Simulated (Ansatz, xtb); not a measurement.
Relaxing a trial structure of CH8BSSi+

The starting geometry of this gas-phase singlet was built from a drawn formula by distance geometry and a force field; its bonds are those of `[CH2+][BH2-][SH+][SiH3]`.

```yaml
atoms:
  - { symbol: C, position_ang: [-1.0171, 2.3087, -0.7267] }
  - { symbol: B, position_ang: [-0.4503, 0.8432, -0.7558] }
  - { symbol: S, position_ang: [1.4165, 0.9459, -0.6001] }
  - { symbol: Si, position_ang: [1.9673, 1.2380, 1.3881] }
  - { symbol: H, position_ang: [-0.8682, 2.9253, 0.1323] }
  - { symbol: H, position_ang: [-1.6154, 2.6946, -1.5065] }
  - { symbol: H, position_ang: [-0.8312, 0.2024, 0.1845] }
  - { symbol: H, position_ang: [-0.7375, 0.3405, -1.7543] }
  - { symbol: H, position_ang: [1.9605, -0.2535, -1.0874] }
  - { symbol: H, position_ang: [1.3683, 2.4968, 1.8788] }
  - { symbol: H, position_ang: [1.4760, 0.1430, 2.2110] }
  - { symbol: H, position_ang: [3.4456, 1.2981, 1.5100] }
```

Problem. Where would you expect an optimisation with r2SCAN-D4/def2-SVP to take it?

Solution. It rearranges to `CB[SH+][SiH3]`. Contacts that open: B2–H7 (1.20 → 2.16 Å). Contacts that close: C1–H7 (2.30 → 1.11 Å).

The energy falls by 3.25 eV over 27 steps:

```csv
step,E − E(last) (eV)
1,3.247
4,2.077
7,0.973
10,0.154
13,0.034
15,0.011
18,0.002
21,0.001
24,0.000
27,0.000
```

Final geometry (Å):

```xyz
12

C    -1.1599    1.8756   -0.4077
B    -0.1827    0.8875   -1.0451
S     1.6798    1.1012   -0.7681
Si    2.0681    1.2554    1.4794
H    -0.7697    2.6343    0.2837
H    -1.6766    2.3931   -1.2418
H    -1.9753    1.3092    0.0813
H    -0.4271   -0.0133   -1.7968
H     2.1689   -0.1280   -1.0732
H     1.6962    2.6659    1.7229
H     1.1782    0.2512    2.1052
H     3.5147    0.9509    1.5338
```

From the same start GFN2-xTB reaches the same bonding as this run.

No frequencies were run, so the end isn't proven a minimum. Run with Ansatz 0.2.0, 66 s on 2 threads of Intel(R) Xeon(R) Platinum 8175M CPU @ 2.50GHz (Skylake/Cascade Lake) (shared host).
